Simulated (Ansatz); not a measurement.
This singlet lies 2.40 eV below the relaxed triplet at the level frozen-core CCSD(T)/cc-pVTZ // PBE0-D3(BJ)/def2-TZVP (Ansatz, a first-principles code).

Calculation: PBE0-D3(BJ)/def2-TZVP in Ansatz. No frequencies were computed at this level.

Ansatz 0.2 input:
```yaml
crystal:
  periodic: [false, false, false]
  atoms:
    - { symbol: N, position_ang: [1.103425, 0.113687, 0.306983] }
    - { symbol: C, position_ang: [0.129814, -0.46551, -0.391109] }
    - { symbol: N, position_ang: [-1.08441, -0.181124, 0.072565] }
    - { symbol: H, position_ang: [0.941217, 0.71527, 1.119148] }
    - { symbol: H, position_ang: [2.060157, -0.039466, 0.045456] }
    - { symbol: H, position_ang: [-1.892175, -0.563528, -0.383199] }
    - { symbol: H, position_ang: [-1.258022, 0.420675, 0.882245] }
basis:
  gaussian: { orbitals: def2-tzvp }
hamiltonian:
  xc: pbe0
  dispersion: d3bj
relax:
  max_steps: 150
```

Output:

```
Functional definition: PBE0
666 factors; their error is unknown
mean field evaluation 1: about -4070.4219 eV, gradient 6.1e1 eV
mean field evaluation 2: about -4066.4794 eV, gradient 7.4e1 eV
mean field evaluation 4: about -4077.7609 eV, gradient 6.9e-1 eV
mean field evaluation 8: about -4077.7690 eV, gradient 3.2e-1 eV
mean field evaluation 16: about -4077.7692 eV, gradient 2.1e-5 eV
mean field -4077.76917116 eV, -149.8552530288 hartree, gradient 2.1e-5 eV, S^2 0.000000; 0 other end points of the search recorded, 0 dependent functions left out
reference -4077.76919489 eV, -149.8552539010 hartree; 12, 12 occupied and 105, 105 virtual orbitals, 666 factors
relax step   1: F+E_penalty+E_count = -4077.84245394 eV  Δ(F+E_penalty+E_count) = +0.000e0 eV  max|allowed force component| = 1.642e-1 eV/Å  Δτ_max = 0.0000 Å  (26 SCF iters, accepted)
these checks for a lower state are left out or cut short: starts, cluster_reference, orbital_swaps, neighbouring_geometries, increment
666 factors; their error is unknown
mean field -4077.77086913 eV, -149.8553154280 hartree, gradient 1.6e-5 eV, S^2 0.000000; 0 other end points of the search recorded, 0 dependent functions left out
reference -4077.77089282 eV, -149.8553162989 hartree; 12, 12 occupied and 105, 105 virtual orbitals, 666 factors
relax step   2: F+E_penalty+E_count = -4077.84416558 eV  Δ(F+E_penalty+E_count) = -1.712e-3 eV  max|allowed force component| = 7.929e-2 eV/Å  Δτ_max = 0.0051 Å  (31 SCF iters, accepted)
these checks for a lower state are left out or cut short: starts, cluster_reference, orbital_swaps, neighbouring_geometries, increment
666 factors; their error is unknown
mean field -4077.77153283 eV, -149.8553398186 hartree, gradient 1.5e-5 eV, S^2 0.000000; 0 other end points of the search recorded, 0 dependent functions left out
reference -4077.77155651 eV, -149.8553406891 hartree; 12, 12 occupied and 105, 105 virtual orbitals, 666 factors
relax step   3: F+E_penalty+E_count = -4077.84480425 eV  Δ(F+E_penalty+E_count) = -6.387e-4 eV  max|allowed force component| = 1.864e-2 eV/Å  Δτ_max = 0.0094 Å  (30 SCF iters, accepted)
these checks for a lower state are left out or cut short: starts, cluster_reference, orbital_swaps, neighbouring_geometries, increment
666 factors; their error is unknown
mean field evaluation 32: about -4077.7647 eV, gradient 1.7e-4 eV
mean field -4077.77159936 eV, -149.8553422636 hartree, gradient 1.5e-5 eV, S^2 0.000000; 0 other end points of the search recorded, 0 dependent functions left out
reference -4077.77162305 eV, -149.8553431343 hartree; 12, 12 occupied and 105, 105 virtual orbitals, 666 factors
relax step   4: F+E_penalty+E_count = -4077.84485516 eV  Δ(F+E_penalty+E_count) = -5.091e-5 eV  max|allowed force component| = 6.959e-3 eV/Å  Δτ_max = 0.0036 Å  (31 SCF iters, accepted)
666 factors; their error is unknown
mean field -4077.77159936 eV, -149.8553422636 hartree, gradient 1.4e-5 eV, S^2 0.000000; 1 other end points of the search recorded, 0 dependent functions left out
reference -4077.77162305 eV, -149.8553431343 hartree; 12, 12 occupied and 105, 105 virtual orbitals, 666 factors
Total energy: -4077.84487886 eV, -149.8580352354 hartree
Atom 0 at     1.102707     0.114063     0.311422 Å, force    -0.002831    -0.004005    -0.003886 eV/Å
Atom 1 at     0.129061    -0.463120    -0.387063 Å, force    -0.001667     0.006949     0.006959 eV/Å
Atom 2 at    -1.084995    -0.177552     0.075034 Å, force     0.004522    -0.003191    -0.003412 eV/Å
Atom 3 at     0.958212     0.716098     1.120661 Å, force     0.001084     0.000086    -0.001041 eV/Å
Atom 4 at     2.054561    -0.041577     0.039295 Å, force     0.002408     0.000552     0.001410 eV/Å
Atom 5 at    -1.884948    -0.566791    -0.386349 Å, force    -0.002730     0.000194     0.000782 eV/Å
Atom 6 at    -1.274592     0.418883     0.879090 Å, force    -0.000787    -0.000586    -0.000813 eV/Å
Dipole moment:    -0.098989     0.355165     0.477983 e Å
```

Cost: around 8 core-seconds (rough).
